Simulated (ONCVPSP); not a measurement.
**boron (B): excitation energies, all-electron against ONCV**

- Element: boron
- Generator: ONCVPSP 4.0.1
- Type: optimised norm-conserving Vanderbilt (ONCV)
- Functional: LDA (Perdew-Wang 92)
- Relativity: scalar-relativistic
- Frozen core: [He]
- Valence charge: 3
- Reference configuration: 2s2 2p1
- Partial waves: 2s: rc 1.65 bohr, ncon 4, nbas 7, qcut 4.8 1/bohr, 2 projectors, debl 2.2 Ha; 2p: rc 2.55 bohr, ncon 5, nbas 8, qcut 5.7 1/bohr, 2 projectors, debl 0.7 Ha; d scattering state at 0.26 Ha: rc 2.70 bohr, ncon 4, nbas 7, qcut 3.9 1/bohr, 2 projectors, debl 1.2 Ha
- Local potential: polynomial inside 1.05 bohr (lpopt 5, dvloc0 6 Ha)
- Core correction: Teter function, fcfact 3, rcfact 1.7

Energies are relative to the spin-unpolarised reference configuration 2s2 2p1; without spin polarisation the order of configurations can differ from experiment.

```tsv
valence configuration	charge	ΔE all-electron (eV)	error AE − PS (meV)
2s2 2p0	+1	8.321	+27
2s1 2p0	+2	33.619	+62
2s2 2p0.5	+0.5	2.940	+4.0
2s0 2p3	0	11.399	+1.7
```
